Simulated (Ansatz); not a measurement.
Ansatz (a quantum-chemistry and plane-wave program) input (CCSD(T)/def2-TZVPPD): A basis named .json is the Basis Set Exchange file of that set (core-valence sets with the plain set on hydrogen).

Ansatz 0.2 input:
```yaml
crystal:
  periodic: [false, false, false]
  atoms:
    - {symbol: N, position_ang: [-0.00000000, -0.00000000, -1.01096879]}
    - {symbol: P, position_ang: [0.00000000, 0.00000000, 0.47178544]}
basis:
  gaussian:
    orbitals: def2-TZVPPD.json
magnetization: {spin_polarized: false}
correlation: {method: ccsd_t, electrons: outside_noble_gas}
```

Output:

```
Functional definition: HF
integrals: 0.07 GiB planned
520 factors; integrals over basis functions are off by at most 1.3e-3 eV
mean field: 0.14 GiB planned
mean field evaluation 1: about -10749.6748 eV, gradient 3.9e1 eV
mean field evaluation 2: about -10749.6776 eV, gradient 3.9e1 eV
mean field evaluation 4: about -10753.2605 eV, gradient 2.6e0 eV
mean field evaluation 8: about -10753.2979 eV, gradient 1.0e-1 eV
mean field evaluation 16: about -10753.2899 eV, gradient 8.5e-1 eV
mean field -10753.29798366 eV, -395.1764120525 hartree, gradient 2.4e-6 eV, S^2 0.000000; 0 other end points of the search recorded, 0 dependent functions left out; unrestricted orbitals would lower it
6 core orbitals not correlated
reference -10753.29798366 eV, -395.1764120525 hartree; 5, 5 occupied and 74, 74 virtual orbitals, 520 factors
second order -9.48019948 eV of doubles, -0.00000000 eV of singles
coupled cluster: 0.16 GiB planned
cycle   1  -8.88797888 eV  change    5.9e-1 eV  update   1.2e-1
cycle   2  -9.34782491 eV  change   -4.6e-1 eV  update   4.5e-2
cycle   3  -9.45096767 eV  change   -1.0e-1 eV  update   1.7e-2
cycle   4  -9.44912120 eV  change    1.8e-3 eV  update   5.1e-3
cycle   5  -9.45471893 eV  change   -5.6e-3 eV  update   2.3e-3
cycle   6  -9.45557785 eV  change   -8.6e-4 eV  update   5.4e-4
cycle   7  -9.45560957 eV  change   -3.2e-5 eV  update   1.6e-4
cycle   8  -9.45577317 eV  change   -1.6e-4 eV  update   4.9e-5
cycle   9  -9.45579650 eV  change   -2.3e-5 eV  update   1.5e-5
cycle  10  -9.45578432 eV  change    1.2e-5 eV  update   4.2e-6
coupled cluster: 0.16 GiB planned
perturbative correction -0.63296073 eV, -0.0232608778 hartree
Total energy: -10763.38672872 eV, -395.5471665948 hartree
```
